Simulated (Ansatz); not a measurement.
`B[SiH2][SiH2][SiH3]`, charge 0, multiplicity 1.

Give a relaxed structure at PBE0-D4/def2-TZVP (the Gaussian-basis code of Ansatz). (An estimate is asked.)

Computed: 
```xyz
13

B     2.185    0.447    0.408
Si    0.577    0.503    1.577
Si   -0.939   -0.862    0.395
Si   -1.256   -0.020   -1.763
H     2.301    1.205   -0.508
H     3.009   -0.411    0.533
H    -0.057    1.846    1.692
H     0.762   -0.070    2.939
H    -0.405   -2.250    0.310
H    -2.237   -0.907    1.127
H     0.039   -0.048   -2.495
H    -1.728    1.389   -1.693
H    -2.252   -0.822   -2.523
```
This is one stationary point; other conformers may exist.
